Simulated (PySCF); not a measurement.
Job file and geometry (Å, from GFN2-xTB) of an NMR shielding run on `CC[C@@H]1C=C[C@@H](F)[SiH2]1`, C6H11FSi, PySCF, GIAO PBE0/pcSseg-1 NMR shielding, non-relativistic, gas phase; density fitting, a coarse starting grid and PySCF grid level 2 are the driver's defaults:

```
$ OMP_NUM_THREADS=1 python probes_run.py task.json out

{"job": {"kind": "nmr", "xc": "PBE0", "basis": "pcSseg-1"}, "charge": 0, "multiplicity": 1}
C      2.576555    -0.570949    -0.035477
C      1.445799     0.435797    -0.219295
C      0.239685     0.163102     0.692991
C     -0.443901    -1.130424     0.344958
C     -1.676280    -1.112625    -0.134450
C     -2.355598     0.212205    -0.304344
F     -3.607465     0.195217     0.310597
Si    -1.150373     1.471527     0.514795
H      2.267556    -1.566785    -0.342712
H      2.886825    -0.610409     1.007106
H      3.437121    -0.284083    -0.636384
H      1.825108     1.436644    -0.000349
H      1.117263     0.426569    -1.261054
H      0.618954     0.091319     1.717994
H      0.096517    -2.055032     0.486843
H     -2.228656    -2.003982    -0.392018
H     -2.572530     0.403454    -1.363009
H     -0.806241     2.563479    -0.396931
H     -1.680146     1.944228     1.790652
```

Problem. What does the program print?

Solution. 
```
coarse grid: 16048 points
cycle   1  E = -623.8905087913  dE =  8.565e-01  |g| = 5.589e-01  |ddm| = 3.843e+00
cycle   2  E = -623.8620526143  dE =  2.846e-02  |g| = 7.182e-01  |ddm| = 9.940e-01
cycle   3  E = -623.9558439041  dE = -9.379e-02  |g| = 7.476e-02  |ddm| = 5.681e-01
cycle   4  E = -623.9566187400  dE = -7.748e-04  |g| = 4.087e-02  |ddm| = 8.567e-02
cycle   5  E = -623.9570025111  dE = -3.838e-04  |g| = 9.460e-03  |ddm| = 3.774e-02
cycle   6  E = -623.9570190824  dE = -1.657e-05  |g| = 4.410e-03  |ddm| = 1.080e-02
cycle   7  E = -623.9570237252  dE = -4.643e-06  |g| = 5.036e-04  |ddm| = 4.257e-03
final grid: 149872 points
cycle   8  E = -624.0120116649  dE = -4.709e-05  |g| = 9.541e-03  |ddm| = 3.791e-02
cycle   9  E = -624.0119962840  dE =  1.538e-05  |g| = 1.277e-02  |ddm| = 1.934e-02
cycle  10  E = -624.0120343287  dE = -3.804e-05  |g| = 1.335e-03  |ddm| = 1.105e-02
cycle  11  E = -624.0120346440  dE = -3.153e-07  |g| = 3.300e-04  |ddm| = 1.288e-03
cycle  12  E = -624.0120346642  dE = -2.023e-08  |g| = 1.302e-04  |ddm| = 3.279e-04
cycle  13  E = -624.0120346678  dE = -3.571e-09  |g| = 4.358e-05  |ddm| = 1.270e-04
cycle  14  E = -624.0120346682  dE = -4.352e-10  |g| = 6.865e-06  |ddm| = 4.483e-05
converged SCF energy = -624.0120346682

GIAO shielding tensors (ppm)
atom      isotropic    diamagn.    paramagn.     s11        s22        s33       span
  0 C      169.183     246.708     -77.524    151.481    169.676    186.394     34.913
  1 C      154.355     247.364     -93.009    143.927    152.051    167.087     23.160
  2 C      151.364     251.939    -100.575    135.788    156.549    161.756     25.969
  3 C       40.689     256.870    -216.181    -72.082     45.656    148.492    220.574
  4 C       44.582     255.043    -210.461    -60.560     61.564    132.743    193.302
  5 C       92.585     251.720    -159.135     48.336     81.107    148.311     99.975
  6 F      414.778     470.722     -55.944    375.568    416.033    452.733     77.166
  7 Si     373.351     880.524    -507.174    329.772    369.735    420.545     90.774
  8 H       30.369      30.414      -0.045     25.555     29.862     35.690     10.134
  9 H       30.869      29.621       1.248     27.014     28.809     36.785      9.772
 10 H       30.455      27.906       2.549     25.671     27.705     37.989     12.319
 11 H       29.873      31.517      -1.644     23.506     30.569     35.544     12.038
 12 H       30.643      32.295      -1.652     25.654     31.536     34.739      9.084
 13 H       29.643      32.891      -3.248     26.212     28.380     34.337      8.125
 14 H       25.214      32.966      -7.751     22.931     24.268     28.445      5.514
 15 H       25.238      31.123      -5.885     23.227     25.231     27.257      4.030
 16 H       25.752      30.134      -4.382     22.437     27.308     27.511      5.074
 17 H       27.608      29.455      -1.848     24.237     26.235     32.351      8.114
 18 H       27.295      28.924      -1.629     24.167     25.158     32.560      8.393
```

Problem. Turn these shieldings into chemical shifts. Referencing at the same level of theory: TMS for ¹³C (186.93 ppm) and ²⁹Si (349.16 ppm) and ¹H (31.72 ppm); ¹⁹F (170.95 ppm) vs CFCl3.

Solution. Averaging equivalent atoms: C 3: 146.2; C 4: 142.3; C 5: 94.3; C 2: 35.6; C 1: 32.6; C 0: 17.7; F 6: -243.8; Si 7: -24.2; H 14: 6.50; H 15: 6.48; H 16: 5.96; H 18: 4.42; H 17: 4.11; H 13: 2.07; H 11: 1.84; H 8/9/10: 1.15; H 12: 1.07 ppm. Unscaled 19F shifts against computed CFCl3 carry errors that often reach 10 to 50 ppm.

Size and cost of the density-fitted run: 198 basis functions, 110 s wall time on 1 thread of an AMD EPYC, shared host; peak memory 0.82 GiB.
